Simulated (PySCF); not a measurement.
Species: (OH)3Hf-O-SiH3 (singlet state).
Bonds: Hf1–O2, Hf1–O3, Hf1–O4, Hf1–O5, O5–Si6. Hydrogens: H7 on O2; H8 on O3; H9 on O4; H10, H11, H12 on Si6.

Level of theory: PBE0-D3(BJ)/def2-SVP geometry optimisation, gas phase, def2 core potentials past Kr (PySCF 2.14.0).

Problem. Give the optimised bond lengths and angles.

Solution. 
```csv
bond,length (Å)
"Hf1–O2, Hf1–O3, Hf1–O4",1.928
Hf1–O5,1.963
"O2–H7, O3–H8, O4–H9",0.953
O5–Si6,1.649
"Si6–H10, Si6–H11, Si6–H12",1.496
```

Bonds in one row agree within 0.01 Å and their mean is given. A selection of angles:
```csv
angle,degrees
O2–Hf1–O3,110.0
O2–Hf1–O4,110.8
O2–Hf1–O5,108.3
O3–Hf1–O5,109.0
Hf1–O2–H7,175.3
Hf1–O3–H8,177.1
Hf1–O5–Si6,177.9
O5–Si6–H10,110.5
O5–Si6–H12,110.5
H10–Si6–H11,108.4
```

The 4 Hf–O bonds span 1.927 Å (Hf1–O3) to 1.963 Å (Hf1–O5), a spread of 0.036 Å. Hf1 (hafnium bonded to 4 O) is tetrahedral (angles from 108.3° to 110.8°). Si6 (silicon bonded to O and 3 H) is tetrahedral (angles from 108.4° to 110.5°).

Point group: near C3v, missed by 0.15 Å at most; the miss may be what the optimiser left on a soft mode (C3 holds within 0.08 Å). Stationary, but not proved a minimum.

Hardware: one thread of an Arm Neoverse V2, no GPU, shared host with 96 logical CPUs at a one-minute load of 81. Cost: 3.6 min, 0.51 GiB resident at most. That covers the optimisation of the geometry.
